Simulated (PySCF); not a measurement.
Positional isomers: thiophene mercapto+boryl. All species are isolated molecules in the gas phase. One relaxed conformer stands for each flexible species; it need not be the lowest. Strings in code marks are SMILES. All members: neutral, multiplicity 1. Level: B3LYP-D3(BJ)/def2-TZVP // PBE0-D4/def2-SVP (PySCF), beside PBE-D3(BJ)/def2-TZVP // PBE0-D4/def2-SVP (PySCF) at the same geometries. B3LYP has the VWN-RPA correlation part, as in Gaussian. 

| species | HOMO–LUMO gap, PBE (eV) | HOMO–LUMO gap, B3LYP-D3(BJ) (eV) |
|---|---|---|
| `Bc1cscc1S` (H–B–C–C torsion 180°, C–C–S–H torsion 0°) | 2.43 | 3.91 |
| `Bc1ccsc1S` (H–B–C–C torsion 180°, S–C–S–H torsion 180°) | 2.61 | withheld |
| `Bc1sccc1S` (H–B–C–S torsion -180°, C–C–S–H torsion -180°) | 2.68 | 4.07 |
| `Bc1cc(S)cs1` (H–B–C–S torsion 0°, C–C–S–H torsion 55°) | 2.77 | 4.26 |
| `Bc1ccc(S)s1` (H–B–C–S torsion 0°, S–C–S–H torsion 0°) | 2.87 | 4.20 |
| `Bc1csc(S)c1` (H–B–C–C torsion 0°, S–C–S–H torsion 79°) | 3.17 | 4.71 |

Problem. Fit y = a + b·x, y being the HOMO–LUMO gap at the first level, to the 5 complete rows by least squares, with x = the PBE value in eV. Give a, b and the rms residual, and predict the withheld value.

Solution. Means of the 5 rows: x̄ = 2.784, ȳ = 4.23 eV. Σ(x − x̄)² = 0.29272 and Σ(x − x̄)(y − ȳ) = 0.3122, so b = 1.067 and a = ȳ − b·x̄ = 1.259 eV. The rms residual is 0.074 eV. At x = 2.61 the line gives 4.04 eV. The run for `Bc1ccsc1S` (H–B–C–C torsion 180°, S–C–S–H torsion 180°) gave 4.00 eV, so the line is off by 0.04 eV, within twice the rms residual.

Codes: PySCF.
